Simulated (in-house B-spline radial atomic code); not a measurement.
**Ionising Zn³⁺ with different functionals**

Computed with a radial B-spline atomic code at the basis-set limit: non-relativistic Hamiltonian, point nucleus, spin-polarised at highest spin, spherical fractional occupations for the functionals, the average over the highest-spin determinants for Hartree-Fock. The ionisation energy is the difference of two self-consistent energies, [Ar] 3d9 → [Ar] 3d8, without Breit or QED terms; ε is the level of the shell that loses the electron (its least bound occupied spin orbital).

Hybrids are left out here: with spherical fractional occupations of an open shell their exact exchange keeps a self-interaction that integer-occupation calculations don't have.

```
           method          rung  ΔSCF (eV)  -ε(3d) (eV)
     Hartree-Fock  Hartree-Fock      58.43        62.20
         LDA VWN5           LDA      61.62        50.83
         LDA PW92           LDA      61.61        50.82
LDA exchange-only           LDA      59.63        48.95
              PBE           GGA      61.22        50.45
           PBEsol           GGA      61.20        50.42
             BLYP           GGA      61.20        50.44
             RPBE           GGA      61.11        50.33
             PW91           GGA      61.36        50.58
             BP86           GGA      61.31        50.52
             AM05           GGA      61.22        50.44
             OLYP           GGA          ?            ?
             TPSS      meta-GGA      61.06        50.29
             SCAN      meta-GGA      61.19        50.52
           r2SCAN      meta-GGA      61.24        50.56
            M06-L      meta-GGA      60.94        50.22
          revTPSS      meta-GGA          ?            ?
```

(1) What does revTPSS give?

(2) What does OLYP give?

(3) How do they compare with the NIST value?

Results:

(1) ΔSCF 60.91 eV, and -ε(3d) = 50.16 eV.

(2) ΔSCF 61.41 eV, and -ε(3d) = 50.61 eV.

(3) NIST lists 59.57 eV ± 0.019 (measured, ground level to ground level). Errors run from -1.14 to +2.04 eV. The correlated functionals all miss on the same side by more than they spread, so the cause is common to them (relativity, Breit-QED terms, multiplet and fine-structure energies, or a listed next ion that isn't the cheapest removal here) and closeness doesn't rank the functionals. Hartree-Fock also lacks correlation.
